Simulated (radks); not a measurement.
Species: the tellurium ion Te+. Configuration: [Kr] 4d10 5s2 5p2 6p1 (not the ground configuration). Calculated with a radial shooting solver on a logarithmic mesh with Libxc functionals: Dirac Kohn-Sham, BLYP, spin-unpolarised, spherical densities, point nucleus; open shells fill j = l - 1/2 first.

Normalised radial functions P(r) = r R(r) (large component), r in bohr:

```
   r/bohr * 4p3/2 (the largest magnitude, 1.23, reaches the edge; | marks zero)
 0.003973                             *
 0.005428                             *
 0.007415                             |*
  0.01021                             |*
  0.01395                             | *
  0.01906                             |   *
  0.02604                             |    *
  0.03585                             |       *
  0.04898                             |         *
  0.06692                             |         *
  0.09142                             |      *
   0.1259                             *
    0.172                   *         |
    0.235              *              |
    0.321                   *         |
   0.4421                             |       *
   0.6039                             |                       *
   0.8251                             |                          *
    1.136                             |                *
    1.552                             |      *
    2.121                             | *
    2.897                             *
     3.99                             *
    5.451                             *
    7.446                             *
    10.17                             *
    14.01                             *
    19.14                             *
```

4p3/2: eigenvalue -124.96 eV, 2 radial nodes at r = 0.125, 0.388 bohr, <r> = 0.830 bohr, 90 % of the charge inside 1.22 bohr.
